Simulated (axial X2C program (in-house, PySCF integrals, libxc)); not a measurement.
# Correcting the dissociation energy of BrF⁺ for spin–orbit coupling

A spin-free PBE0 curve (one-electron X2C) was computed with an in-house all-electron X2C program for linear molecules (integrals from PySCF), basis Br dyall-cv3z [8s9p6d4f1g], F dyall-av3z [7s6p3d2f] (cores contracted in-house), for the state M_S = 1/2, Λ = 1 (beyond evenly filled blocks: π+α, π+β, π-α). It gives D0 = 2.647 eV to Br+ + F, which in a spin-free picture are the weighted means of the ground terms.

Measured levels of the ground terms (NIST Handbook of Basic Atomic Spectroscopic Data), in cm⁻¹: Br+ 3P: J = 2 at 0, J = 1 at 3136.5, J = 0 at 3837.4; F 2P: J = 3/2 at 0, J = 1/2 at 404.1.

The two components of the molecular doublet are 2636 cm⁻¹ apart in the PBE0 2c search (Ω = 3/2 lower), so the lower one lies 1318 cm⁻¹ under their mean.

Task: How far does each ground level lie under the (2J+1)-weighted mean of its term?

Result: Br+: (5 × 0 + 3 × 3136.5 + 1 × 3837.4)/9 = 1472 cm⁻¹; F: (4 × 0 + 2 × 404.1)/6 = 135 cm⁻¹.

Task: Correct D0.

Result: D0 = 2.647 + (1318 − 1607)/8065.5 = 2.611 eV at PBE0 with these spin–orbit terms.

Second-order spin–orbit effects in the molecule, which grow quickly with Z, are left out. The state is a single determinant with fixed occupations, the lowest that a limited PBE0 search found. Dissociation energies refer to the lowest single-determinant-based atoms at the same level and basis. Without a current term, density functionals place determinants with orbital angular momentum somewhat too high.
